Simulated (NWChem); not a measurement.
System: C$_{2}$H$_{3}$O$_{3}$, doublet; SMILES COC([O])=O

```xyz
8

C      0.0858     1.7978    -0.0834
O     -0.6497     0.5729    -0.3072
C     -0.0372    -0.5437     0.0524
O     -0.6190    -1.6549    -0.1130
O      1.1047    -0.6073     0.5592
H      1.0183     1.7928    -0.6530
H      0.3009     1.9251     0.9802
H     -0.5722     2.5906    -0.4367
```
Atoms are numbered in this order, from 1.

All runs: NWChem. Spin-unrestricted. The geometry was optimised at B3LYP/6-31G* (spherical d), spin-unrestricted. No stability test was run on the SCF state. Level: M05-2X/def2-SVP with SMD (1 M gas to 1 M solution), gas-phase geometry. Reactions with the solvent are ignored.

```tsv
solvent	dielectric constant	solvation free energy (kcal/mol)	cavity-dispersion-structure term (kcal/mol)	dipole in solution (D)
water	78.4	-2.2	5.1	4.11
2-propanol	19.3	-2.9	3.5	4.10
methanol	32.6	-1.7	5.5	4.09
ethylene glycol	40.2	1.5	8.7	4.10
dimethyl sulfoxide	46.8	-5.7	-1.3	4.05
```
